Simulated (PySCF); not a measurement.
## Ionisation energy of Nb²⁺ by level of theory

Nb²⁺ [Kr] 4d3 (4F) → Nb³⁺ [Kr] 4d2 (3F), as a difference of total energies. Computed with PySCF 2.14 in aug-cc-pVTZ-DK, with scalar relativity by spin-free X2C-1e. Correlated levels: valence: [Kr] frozen. The calculations carry no spin-orbit coupling.

| method | ionisation energy (eV) |
| --- | --- |
| UHF | 24.212 |
| MP2 (valence) | 24.522 |
| SCS-MP2 (valence) | 24.315 |
| CCSD (valence) | 24.586 |
| CCSD(T) (valence) | 24.589 |

Task: How much does correlation contribute at CCSD(T) (valence)?

Result: 24.589 − (24.212) = 0.377 eV, measured against UHF.

A first-order spin-orbit estimate (lowest level to lowest level, LS coupling) adds -0.024 eV.

Errors of the correlated levels include the incompleteness of this basis and the frozen core.

For comparison: 25.04 eV (semi-empirical (NIST evaluation); NIST Atomic Spectra Database, ionization energies).
